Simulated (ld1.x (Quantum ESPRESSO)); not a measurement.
## germanium, TM: configuration errors across variants

ld1.x (Quantum ESPRESSO) 7.5 input, shortened:

```
&input
   title='Ge', zed=32., rel=1, dft='PBESOL', iswitch=3,
   config='[Ar] 3d10 4s2 4p2 4d-2'
 /
 &inputp
   pseudotype=2, tm=.true., lloc=2,
   nlcc=.true., rcore=1.15
 /
3
4S  1  0   2.00   0.00  1.40  1.40  0.0
4P  2  1   2.00   0.00  1.65  1.65  0.0
4D  3  2  -2.00   0.05  1.35  1.35  0.0
 &test
   configts(1)='4s2 4p2'
 /
```

All-electron excitation energies from the reference (eV): (1) 4s2 4p1 7.453; (2) 4s2 4p0 22.902; (3) 4s1 4p0 57.690; (4) 4s2 4p2.3 -0.883; (5) 4s1 4p3 7.981; (6) 4s1 4p2 16.183; (7) 4s0 4p4 16.212.

A true bound ghost makes a file unfit for plane-wave use even where its test errors are small: the radial tests pick states by their node count and pass the ghost by.

Errors AE − PS in meV (a dash: test not solved or not reliable):

| change | (1) | (2) | (3) | (4) | (5) | (6) | (7) | bound ghosts |
| --- | --- | --- | --- | --- | --- | --- | --- | --- |
| base | -5.5 | -48 | -285 | 0.0 | -13 | -29 | -49 | s, p |
| core correction none | -5.9 | -32 | -2.5 | -0.1 | +7.6 | +4.8 | +41 | s, p |
| core correction a·sin(br)/r model core inside 0.56 bohr | -5.5 | -48 | -284 | 0.0 | -13 | -29 | -49 | s, p |
| core correction a·sin(br)/r model core inside 0.68 bohr | -5.5 | -48 | -284 | 0.0 | -13 | -29 | -49 | s, p |
| core correction a·sin(br)/r model core inside 0.80 bohr | -5.5 | -48 | -284 | 0.0 | -13 | -29 | -49 | s, p |
| core correction a·sin(br)/r model core inside 1.04 bohr | -5.5 | -48 | -284 | 0.0 | -13 | -29 | -49 | s, p |
| core correction a·sin(br)/r model core inside 1.20 bohr | -5.5 | -48 | -285 | 0.0 | -13 | -29 | -49 | s, p |
| core correction a·sin(br)/r model core inside 1.32 bohr | -5.5 | -48 | -287 | 0.0 | -13 | -29 | -50 | s, p |
| core correction a·sin(br)/r model core inside 1.50 bohr | -5.7 | -50 | -299 | 0.0 | -13 | -31 | -51 | s, p |
| core correction a·sin(br)/r model core inside 1.58 bohr | -6.0 | -52 | -308 | 0.0 | -13 | -31 | -49 | s, p |

Problem. Give the same row for: core correction a·sin(br)/r model core inside 0.94 bohr.

Solution. -5.5, -48, -284, 0.0, -13, -29, -49; bound ghosts: s, p.
